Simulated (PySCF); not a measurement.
SnO and its ions

RHF-CCSD; basis Sn aug-cc-pVDZ-PP with ECP28, O aug-cc-pVDZ; scalar-relativistic core potentials; PySCF 2.14. Neutral (RHF): singlet (closed shell), Re = 1.849 Å, ωe = 845 cm⁻¹, De = 4.84 eV.

SnO⁺ (UHF): doublet (π ↑), Re = 2.003 Å, ωe = 636 cm⁻¹, De = 2.78 eV to Sn⁺ + O. The energies at the minima are -288.50817 hartree for SnO and -288.16977 for SnO⁺.

Work out the adiabatic ionisation energy, without and with harmonic zero-point energies (1 hartree = 27.2114 eV, 1 eV = 8065.5 cm⁻¹), and the change of the bond length.

At CCSD: 0.33840 hartree = 9.208 eV between the minima; the zero-point term (636.0 − 845.0)/2 cm⁻¹ = -0.013 eV makes it 9.195 eV. Re changes by +15.4 pm against the neutral. The electron leaves a π orbital, and the longer bond of the ion fits a bonding orbital, or a change in how ionic the bond is.

Correlated steps freeze 5 core orbitals. Correlated levels converge slowly with the basis: in double zeta they bind strong bonds too weakly, by up to about 1 eV, and carry superposition errors of some tenths. Spin–orbit coupling is left out, which matters for elements this heavy, above all for dissociation energies. For an ion De counts to the pair picked by the measured ionisation energies or electron affinities, which need not be the lowest pair at this level. Where the molecule has an RHF reference, its open-shell atoms are computed with UHF. The CCSD T1 diagnostic is raised in SnO, a sign that a single reference may not be enough there. States were picked by a PBE0 search and need not be the measured ground states.

Neutral and ion stand on different kinds of reference determinant, which adds to the error of the difference.
